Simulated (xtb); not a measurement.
H3N, charge +1, doublet, from a rough starting geometry (a state made from the parent by changing its charge; the spin is typed, not shown lowest); xtb 6.7.1 with GFN2-xTB.

The xtb input:
```
$ xtb mol.xyz --gfn 2 --chrg 1 --uhf 1 --opt vtight --json

# file mol.xyz
4

N     -0.02418805     0.00273027     0.25487721
H     -0.59811158    -0.76219550    -0.11136545
H     -0.37773112     0.85903700    -0.05609598
H      0.90925928    -0.10861230    -0.08830513
```

Task: Write the output that xtb gives for this input, abridged.

Result: 
```
   ID    Z sym.   atoms
    1    7 N      1
    2    1 H      2-4

           -------------------------------------------------
          |                Calculation Setup                |
           -------------------------------------------------

           -------------------------------------------------
          |                 G F N 2 - x T B                 |
           -------------------------------------------------

          ...................................................
          :                      SETUP                      :
          :.................................................:
          :  # basis functions                   7          :
          :  # atomic orbitals                   7          :
          :  # shells                            5          :
          :  # electrons                         7          :
          :  max. iterations                   250          :
          :  Hamiltonian                  GFN2-xTB          :
          :  restarted?                      false          :
          :  GBSA solvation                  false          :
          :  PC potential                    false          :
          :  electronic temp.          300.0000000     K    :
          :  accuracy                    1.0000000          :
          :  -> integral cutoff          0.2500000E+02      :
          :  -> integral neglect         0.1000000E-07      :
          :  -> SCF convergence          0.1000000E-05 Eh   :
          :  -> wf. convergence          0.1000000E-03 e    :
          :  Broyden damping             0.4000000          :
          :  net charge                          1          :
          :  unpaired electrons                  1          :
          ...................................................

 iter      E             dE          RMSdq      gap      omega  full diag
   1     -3.8637531 -0.386375E+01  0.586E+00   13.27       0.0  T
   2     -3.8839290 -0.201759E-01  0.304E+00   14.53       1.0  T
   3     -3.8853642 -0.143519E-02  0.102E+00   15.20       1.0  T
   4     -3.8854436 -0.794493E-04  0.120E-01   15.25       1.0  T
   5     -3.8854461 -0.251322E-05  0.438E-02   15.23       1.1  T
   6     -3.8854470 -0.878355E-06  0.601E-03   15.24       8.3  T
   7     -3.8854470 -0.235165E-07  0.163E-03   15.24      30.6  T
   8     -3.8854470 -0.109996E-08  0.377E-04   15.24     132.5  T
   9     -3.8854470 -0.133956E-09  0.802E-05   15.24     623.7  T

   *** convergence criteria satisfied after 9 iterations ***

         :::::::::::::::::::::::::::::::::::::::::::::::::::::
         ::                     SUMMARY                     ::
         :::::::::::::::::::::::::::::::::::::::::::::::::::::
         :: total energy              -3.822569274598 Eh    ::
         :: gradient norm              0.076592251233 Eh/a0 ::
         :: HOMO-LUMO gap             15.239315083852 eV    ::
         ::.................................................::
         :: SCC energy                -3.885447034693 Eh    ::
         :: -> isotropic ES            0.152826768077 Eh    ::
         :: -> anisotropic ES         -0.017571281317 Eh    ::
         :: -> anisotropic XC          0.018949812918 Eh    ::
         :: -> dispersion             -0.000189473198 Eh    ::
         :: repulsion energy           0.062877760095 Eh    ::
         :: add. restraining           0.000000000000 Eh    ::
         :: total charge               1.000000000750 e     ::
         :::::::::::::::::::::::::::::::::::::::::::::::::::::

      -----------------------------------------------------------
     |                   =====================                   |
     |                        A N C O P T                        |
     |                   =====================                   |
     |               Approximate Normal Coordinate               |
     |                Rational Function Optimizer                |
[...]
 * total energy  :    -3.8225693 Eh     change       -0.3250289E-11 Eh
 * total energy  :    -3.8350076 Eh     change       -0.1243832E-01 Eh
 * total energy  :    -3.8383354 Eh     change       -0.3327855E-02 Eh
 * total energy  :    -3.8393809 Eh     change       -0.1045500E-02 Eh
 * total energy  :    -3.8406839 Eh     change       -0.1303000E-02 Eh
 * total energy  :    -3.8407914 Eh     change       -0.1074857E-03 Eh
 * total energy  :    -3.8407972 Eh     change       -0.5737090E-05 Eh
 * total energy  :    -3.8407974 Eh     change       -0.2768866E-06 Eh
 * total energy  :    -3.8407976 Eh     change       -0.1053683E-06 Eh
 * total energy  :    -3.8407976 Eh     change       -0.5923625E-08 Eh
   *** GEOMETRY OPTIMIZATION CONVERGED AFTER 10 ITERATIONS ***
[...]
         ::                     SUMMARY                     ::
         :::::::::::::::::::::::::::::::::::::::::::::::::::::
         :: total energy              -3.840797560417 Eh    ::
         :: gradient norm              0.000005718452 Eh/a0 ::
         :: HOMO-LUMO gap             12.523798393335 eV    ::
         ::.................................................::
         :: SCC energy                -3.889524339054 Eh    ::
         :: -> isotropic ES            0.147764685147 Eh    ::
         :: -> anisotropic ES         -0.025446897976 Eh    ::
         :: -> anisotropic XC          0.023615091638 Eh    ::
         :: -> dispersion             -0.000186990586 Eh    ::
         :: repulsion energy           0.048726778637 Eh    ::
         :: add. restraining           0.000000000000 Eh    ::
         :: total charge               1.000000000002 e     ::
         :::::::::::::::::::::::::::::::::::::::::::::::::::::

           -------------------------------------------------
          |                Property Printout                |
           -------------------------------------------------

    * Orbital Energies and Occupations

         #    Occupation            Energy/Eh            Energy/eV
      -------------------------------------------------------------
         1        2.0000           -0.9436754             -25.6787
         2        2.0000           -0.8515963             -23.1731
         3        2.0000           -0.8515941             -23.1731
         4        1.0000           -0.8000816             -21.7713 (HOMO)
         5                         -0.3398404              -9.2475 (LUMO)
         6                         -0.0999078              -2.7186
         7                         -0.0998917              -2.7182
      -------------------------------------------------------------
                  HL-Gap            0.4602411 Eh           12.5238 eV
             Fermi-level           -0.6977413 Eh          -18.9865 eV

     #   Z          covCN         q      C6AA      α(0)
     1   7 N        2.577    -0.039    22.010     6.968
     2   1 H        0.859     0.346     0.591     1.204
     3   1 H        0.859     0.346     0.591     1.204
     4   1 H        0.859     0.346     0.591     1.204

 Mol. C6AA /au·bohr⁶  :         48.810999
 Mol. C8AA /au·bohr⁸  :        900.673343
 Mol. α(0) /au        :         10.579741

Wiberg/Mayer (AO) data.
largest (>0.10) Wiberg bond orders for each atom

 ---------------------------------------------------------------------------
     #   Z sym  total        # sym  WBO       # sym  WBO       # sym  WBO
 ---------------------------------------------------------------------------
     1   7 N    2.639 --     4 H    0.880     3 H    0.880     2 H    0.880
     2   1 H    0.880 --     1 N    0.880
     3   1 H    0.880 --     1 N    0.880
     4   1 H    0.880 --     1 N    0.880
 ---------------------------------------------------------------------------

Topologies differ in total number of bonds
Writing topology from bond orders to xtbtopo.mol

molecular dipole:
                 x           y           z       tot (Debye)
 q only:       -0.043      -0.004      -0.000
   full:       -0.043      -0.004      -0.000       0.110
molecular quadrupole (traceless):
                xx          xy          yy          xz          yz          zz
 q only:        0.982       0.000       0.976       0.002       0.100      -1.957
  q+dip:        1.435       0.000       1.428       0.002       0.146      -2.863
   full:        1.080       0.000       1.074       0.002       0.110      -2.154

optimized geometry written to: xtbopt.xyz

           -------------------------------------------------
          | TOTAL ENERGY               -3.840797560417 Eh   |
          | GRADIENT NORM               0.000005718452 Eh/α |
          | HOMO-LUMO GAP              12.523798393335 eV   |
           -------------------------------------------------
```
